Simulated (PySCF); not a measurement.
Basis-set dependence of population analyses: `OB(Cl)OC(F)(F)F`

Species: CHBClF₃O₂.
SMILES with atom numbers: `[OH:1][B:2]([Cl:3])[O:4][C:5]([F:6])([F:7])[F:8]` (hydrogens: H9 on O1)

PBE0 throughout (PySCF), one geometry, spherical d and f functions. Geometry: PBE0-D3(BJ)/def2-SVP, one conformer, isolated molecule. Atoms taken as equivalent share a column and are averaged.

Mulliken charges (e):

```
        basis  functions      O1      B2     Cl3      O4      C5  F6/F7/F8      H9
       STO-3G         45  -0.305  +0.409  -0.237  -0.269  +0.453    -0.104  +0.262
        6-31G         78  -0.571  +0.522  -0.064  -0.511  +0.937    -0.249  +0.432
     pcSseg-0         78  -0.606  +0.794  -0.251  -0.660  +1.235    -0.312  +0.424
       6-31G*        118  -0.555  +0.479  -0.164  -0.451  +1.092    -0.286  +0.455
      cc-pVDZ        121  -0.065  +0.070  -0.139  -0.178  +0.592    -0.151  +0.173
     def2-SVP        121  -0.107  +0.097  -0.124  -0.205  +0.628    -0.165  +0.205
  aug-cc-pVDZ        197  -0.255  +0.418  -0.303  -0.526  +1.737    -0.425  +0.204
6-311+G(2d,p)        230  -0.669  +1.227  -0.272  -0.879  +1.202    -0.313  +0.330
      cc-pVTZ        258  -0.199  +0.135  -0.110  -0.151  +0.508    -0.137  +0.228
    def2-TZVP        260  -0.357  +0.301  -0.135  -0.252  +0.542    -0.149  +0.348
     IGLO-III        299  -0.498  +0.628  -0.107  -0.371  +0.546    -0.168  +0.307
     pcSseg-2        309  -0.371  +0.558  -0.176  -0.404  +0.829    -0.222  +0.229
```

IAO charges (e):

```
        basis  functions      O1      B2     Cl3      O4      C5  F6/F7/F8      H9
       STO-3G         45  -0.357  +0.288  -0.101  -0.283  +0.565    -0.137  +0.299
        6-31G         78  -0.505  +0.425  -0.083  -0.371  +0.877    -0.244  +0.390
     pcSseg-0         78  -0.484  +0.415  -0.092  -0.372  +0.887    -0.245  +0.381
       6-31G*        118  -0.523  +0.481  -0.107  -0.404  +0.969    -0.267  +0.385
      cc-pVDZ        121  -0.517  +0.469  -0.107  -0.396  +0.960    -0.266  +0.388
     def2-SVP        121  -0.514  +0.462  -0.099  -0.394  +0.959    -0.267  +0.386
  aug-cc-pVDZ        197  -0.536  +0.481  -0.104  -0.399  +0.972    -0.271  +0.399
6-311+G(2d,p)        230  -0.539  +0.484  -0.101  -0.401  +0.972    -0.271  +0.399
      cc-pVTZ        258  -0.539  +0.490  -0.107  -0.406  +0.982    -0.273  +0.398
    def2-TZVP        260  -0.540  +0.490  -0.104  -0.406  +0.984    -0.274  +0.397
     IGLO-III        299  -0.542  +0.486  -0.099  -0.404  +0.978    -0.273  +0.399
     pcSseg-2        309  -0.541  +0.489  -0.103  -0.405  +0.983    -0.274  +0.399
```

Hirshfeld charges (e):

| basis | functions | O1 | B2 | Cl3 | O4 | C5 | F6/F7/F8 | H9 |
| --- | --- | --- | --- | --- | --- | --- | --- | --- |
| STO-3G | 45 | -0.154 | +0.265 | -0.220 | -0.171 | +0.337 | -0.076 | +0.171 |
| 6-31G | 78 | -0.231 | +0.245 | -0.091 | -0.190 | +0.325 | -0.088 | +0.205 |
| pcSseg-0 | 78 | -0.236 | +0.238 | -0.082 | -0.189 | +0.319 | -0.085 | +0.206 |
| 6-31G* | 118 | -0.228 | +0.251 | -0.106 | -0.178 | +0.311 | -0.084 | +0.200 |
| cc-pVDZ | 121 | -0.227 | +0.234 | -0.090 | -0.175 | +0.308 | -0.082 | +0.196 |
| def2-SVP | 121 | -0.236 | +0.239 | -0.076 | -0.183 | +0.318 | -0.086 | +0.198 |
| aug-cc-pVDZ | 197 | -0.240 | +0.256 | -0.075 | -0.190 | +0.318 | -0.087 | +0.191 |
| 6-311+G(2d,p) | 230 | -0.241 | +0.258 | -0.074 | -0.192 | +0.320 | -0.088 | +0.193 |
| cc-pVTZ | 258 | -0.240 | +0.256 | -0.083 | -0.185 | +0.315 | -0.086 | +0.194 |
| def2-TZVP | 260 | -0.243 | +0.258 | -0.077 | -0.188 | +0.316 | -0.087 | +0.195 |
| IGLO-III | 299 | -0.245 | +0.256 | -0.064 | -0.194 | +0.319 | -0.088 | +0.191 |
| pcSseg-2 | 309 | -0.245 | +0.263 | -0.076 | -0.191 | +0.317 | -0.087 | +0.193 |

Some averages cover members that differ in this geometry, most widely: F6/F7/F8, Mulliken in 6-311+G(2d,p) -0.324 to -0.293 e.

Which scheme is steadiest as the basis changes?

Largest range over the bases for any column: Hirshfeld 0.16 e, IAO 0.42 e, Mulliken 1.28 e. Hirshfeld charges move least and Mulliken charges most, counted in e. Without the minimal STO-3G basis the ranges are Hirshfeld 0.04, IAO 0.11, Mulliken 1.23 e.

How much do the charges still move between the two largest bases, IGLO-III and pcSseg-2?

At most, over all atoms: Mulliken 0.283 e, IAO 0.005 e, Hirshfeld 0.012 e.

What do the same runs give for the total energy, the frontier levels and the dipole moment?

| basis | energy (Eh) | HOMO (eV) | LUMO (eV) | μ (D) |
| --- | --- | --- | --- | --- |
| STO-3G | -961.0845 | -6.64 | 3.53 | 2.14 |
| 6-31G | -973.0238 | -9.82 | -0.03 | 2.86 |
| pcSseg-0 | -971.5072 | -9.88 | 0.07 | 2.77 |
| 6-31G* | -973.2024 | -9.54 | 0.51 | 2.26 |
| cc-pVDZ | -973.2724 | -9.51 | 0.49 | 2.26 |
| def2-SVP | -972.7091 | -9.51 | 0.46 | 2.45 |
| aug-cc-pVDZ | -973.3130 | -9.73 | -0.44 | 2.25 |
| 6-311+G(2d,p) | -973.4178 | -9.74 | -0.34 | 2.34 |
| cc-pVTZ | -973.4553 | -9.66 | 0.26 | 2.25 |
| def2-TZVP | -973.4742 | -9.69 | 0.17 | 2.32 |
| IGLO-III | -973.4762 | -9.68 | 0.14 | 2.34 |
| pcSseg-2 | -973.4798 | -9.74 | 0.11 | 2.34 |

The dipole is fixed by the density alone, so its range of 0.72 D shows that the density itself changes with the basis, not only its division among atoms.
